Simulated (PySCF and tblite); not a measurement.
The numbers below are computed, except where a source is named.
C₆H₉NO, numbered as in [N:1]#[C:2][CH:3]1[CH2:4][CH2:5][O:6][CH2:7][CH2:8]1.

Level: PBE0-D3(BJ)/def2-TZVP//PBE0-D3(BJ)/def2-SVP, thermal terms from GFN2-xTB, symmetry numbers and mirror pairs counted. Conformers within 4 kcal/mol (GFN2-xTB free energy) were kept, 7 at most. Of two unlike H on one atom, a is the less shielded (PBE0/pcSseg-1). Run with PySCF (density fitting) and tblite.

An NOE distance is ⟨r⁻⁶⟩^(−1/6) over all pairs of like atoms and, for the average, over conformers.

The 6-ring runs over atoms 3–4–5–6–7–8.

```csv
conformer,shape,weight %
1,6-ring chair (all substituents equatorial),56.0
2,6-ring chair (C2 axial),44.0
```

(1) Which H–H contacts under 3.5 Å would NOEs report (pairs on one atom left out) at 298.15 K?

(2) In a model where alignment follows shape alone (order matrix 0.002 × (3G/tr G − 1)/2, G the second moments of the atom positions; splitting J + 2D), what are the one-bond C–H dipolar couplings D?

Results:

(1) 
```tsv
pair	in 1 (Å)	in 2 (Å)	average (Å)
H3 ··· H4a/H8a	2.47	2.43	2.45
H4a/H8a ··· H5b/H7b	2.76	2.75	2.75
H4b/H8b ··· H5a/H7a	2.75	2.77	2.76
H3 ··· H4b/H8b	3.07	2.56	2.77
H3 ··· H5b/H7b	2.60	4.31	2.84
H4a/H8a ··· H5a/H7a	2.83	3.34	2.99
H4b/H8b ··· H5b/H7b	3.34	2.83	3.04
```

Longer pairs under the limit may be missing.

(2) H3 8.8 Hz (14.1 in conformer 1), H4b/H8b 5.9 Hz (13.6 in conformer 1), H4a/H8a 2.2 Hz (-1.3 in conformer 1), H5b/H7b 5.8 Hz (13.2 in conformer 1), H5a/H7a 1.9 Hz (-1.8 in conformer 1).
